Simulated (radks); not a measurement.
The numbers below are computed, except where a source is named.
Task: Fe, 26 electrons, occupied as [Ar] 3d4 4s2 4p2 (not the ground configuration). Level of theory: scalar-relativistic Kohn-Sham, LDA (Slater exchange, Perdew-Wang correlation), spin-unpolarised, spherical densities, finite nucleus; Fermi nuclear charge, rms radius 3.7377 fm (a radial shooting solver on a logarithmic mesh with Libxc functionals). Some entries of the table are withheld. Estimate them.

orbital  occ.  eigenvalue (hartree)  r(max) (bohr)  <1/r> (bohr^-1)
1s          2             -257.2460        0.03834            25.93
2s          2             -30.74217         0.2229            5.545
2p          6                   (1)            (2)            5.447
3s          2                   (3)         0.6966            1.776
3p          6              -2.76945         0.7053            1.647
3d          4                   (4)         0.6773            1.347
4s          2              -0.35331          2.109              (5)
4p          2              -0.14293          2.582              (6)

Result: 
(1) 2p eigenvalue (hartree): -26.32949
(2) 2p r(max) (bohr): 0.1799
(3) 3s eigenvalue (hartree): -4.01940
(4) 3d eigenvalue (hartree): -0.79642
(5) 4s <1/r> (bohr^-1): 0.5274
(6) 4p <1/r> (bohr^-1): 0.4055
